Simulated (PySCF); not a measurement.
**Os²⁺ (osmium, charge +2) across methods**

[Xe] 4f14 5d6, high-spin 5D determinant. Computed with PySCF 2.14 in aug-cc-pVTZ-PP with ECP60MDF, with scalar relativity through the core potential. The B2PLYP total includes its PT2 part (frozen core); its orbital energies are those of the SCF part.

| method | E (hartree) | mean ε 5p β (eV) | mean ε 5d α (eV) | mean ε 5d β (eV) | Σ⟨r²⟩ (bohr²) | ⟨S²⟩ |
| --- | --- | --- | --- | --- | --- | --- |
| B97-3 | -89.8641 | -69.093 | -25.607 | -23.074 | 31.87 | 6.002 |
| r2SCAN | -89.8866 | -67.045 | -24.460 | -21.618 | 31.88 | 6.003 |
| PBEsol | -89.7272 | -66.176 | -24.099 | -21.521 | 32.21 | 6.001 |
| PBE0 | -89.8451 | -68.794 | -25.720 | -22.975 | 31.94 | 6.002 |
| LDA | -89.6400 | -66.341 | -24.223 | -21.669 | 32.39 | 6.001 |
| B2PLYP | -89.6572 | -71.263 | -27.128 | -24.208 | 31.92 | 6.002 |
| CAM-B3LYP | -89.7960 | -70.338 | -27.024 | -24.500 | 32.08 | 6.002 |
| UHF | -89.24236 | -75.139 | -29.813 | -26.071 | 31.73 | 6.005 |
| PBE | -89.8678 | -66.271 | -24.115 | -21.602 | 32.15 | 6.001 |

Energies and moments cover only the electrons outside the core potential. Spin-orbit coupling, absent here, splits the open shell strongly.
